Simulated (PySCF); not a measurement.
Compound: Al2Cl6.
SMILES: `[Cl][Al-]1([Cl])[Cl+][Al-]([Cl])([Cl])[Cl+]1`

Method used: PBE0-D3(BJ)/def2-TZVP geometry optimisation, gas phase (PySCF).

Masses are those of the commonest isotopes; rigid-rotor values at the optimised geometry. 

What are A, B and C (MHz)?

Ia = 645.63, Ib = 1251.29, Ic = 1528.58 u·Å²; 505379 MHz·u·Å²/I gives A = 782.8, B = 403.9, C = 330.6 MHz.

What kind of rotor is it?

An asymmetric top: κ = (2 × 403.9 − 782.8 − 330.6)/(782.8 − 330.6) = -0.68.

What does the inertial defect say?

Not planar: Δ = Ic − Ia − Ib = -368.34 u·Å². For a rigid frame Δ = −2 Σ m c², so Σ m c² = 184.17 u·Å² lies off the ab plane. The atom farthest from that plane is 1.62 Å away.

Give the coordinates in the principal-axis frame, origin at the centre of mass.

The sense of each axis is arbitrary; atoms in the order of the calculation.
| atom | mass (u) | a (Å) | b (Å) | c (Å) |
| --- | --- | --- | --- | --- |
| Cl1 | 34.969 | 2.588 | 1.812 | -0.001 |
| Al2 | 26.982 | 1.578 | -0.001 | 0.004 |
| Cl3 | 34.969 | 2.577 | -1.819 | 0.000 |
| Cl4 | 34.969 | -0.002 | 0.002 | 1.623 |
| Al5 | 26.982 | -1.581 | 0.001 | -0.004 |
| Cl6 | 34.969 | -2.586 | -1.814 | 0.001 |
| Cl7 | 34.969 | -2.577 | 1.820 | 0.000 |
| Cl8 | 34.969 | 0.002 | -0.001 | -1.623 |

List the rotational levels J(Ka,Kc) to J = 5 (K).

Above 0(0,0), as E/k:
J = 1: 1(0,1) 0.035, 1(1,1) 0.053, 1(1,0) 0.057
J = 2: 2(0,2) 0.105, 2(1,2) 0.120, 2(1,1) 0.131, 2(2,1) 0.186, 2(2,0) 0.186
J = 3: 3(0,3) 0.209, 3(1,3) 0.221, 3(1,2) 0.242, 3(2,2) 0.291, 3(2,1) 0.294, 3(3,1) 0.391, 3(3,0) 0.391
J = 4: 4(0,4) 0.346, 4(1,4) 0.354, 4(1,3) 0.389, 4(2,3) 0.432, 4(2,2) 0.438, 4(3,2) 0.533, 4(3,1) 0.533, 4(4,1) 0.672, 4(4,0) 0.672
J = 5: 5(0,5) 0.515, 5(1,5) 0.520, 5(1,4) 0.571, 5(2,4) 0.607, 5(2,3) 0.621, 5(3,3) 0.711, 5(3,2) 0.712, 5(4,2) 0.849, 5(4,1) 0.849, 5(5,1) 1.028, 5(5,0) 1.028
The levels of one J sum to (2J + 1)J(J + 1)(A + B + C)/3.

The point group D2h allows no dipole (computed: 0.02 D), so a rigid rotor has no electric-dipole lines.

PBE0-D3(BJ)/def2-TZVP frequencies: not computed here. Constants of a rigid frame at the computed geometry: no zero-point averaging, no centrifugal distortion. Quadrupole hyperfine structure (27Al, 35Cl) is left out.
